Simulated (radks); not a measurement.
Results of a calculation; reference values are marked as such.
Problem. Species: Sr. Configuration: [Kr] 4d1.5 5p0.5 (fractional occupations, a model configuration). Code: a radial shooting solver on a logarithmic mesh with Libxc functionals. Model: Dirac Kohn-Sham, LDA (Slater exchange, Perdew-Wang correlation), spin-unpolarised, spherical densities, finite nucleus; open shells fill j = l - 1/2 first; Fermi nuclear charge, rms radius 4.224 fm.

Spin-orbit splittings of the eigenvalues, e(l+1/2) - e(l-1/2), with zeta = 2 splitting/(2l+1) and mean radii in bohr:

| shell | occ. | splitting (eV) | zeta (eV) | <r> j=l-1/2 | <r> j=l+1/2 |
|---|---|---|---|---|---|
| 2p | 6 | 68.28 | 45.52 | 0.1476 | 0.1518 |
| 3p | 6 | 10.49 | 6.994 | 0.4920 | 0.5025 |
| 3d | 10 | 1.832 | 0.7329 | 0.4964 | 0.5001 |
| 4p | 6 | ? | ? | 1.556 | 1.593 |
| 4d | 1.5 | 0.03746 | 0.01499 | 3.942 | 4.010 |
| 5p | 0.5 | 0.05638 | 0.03759 | 6.162 | 6.287 |

Estimate the 4p splitting.

Solution. 1.164 eV (zeta = 0.7762 eV).
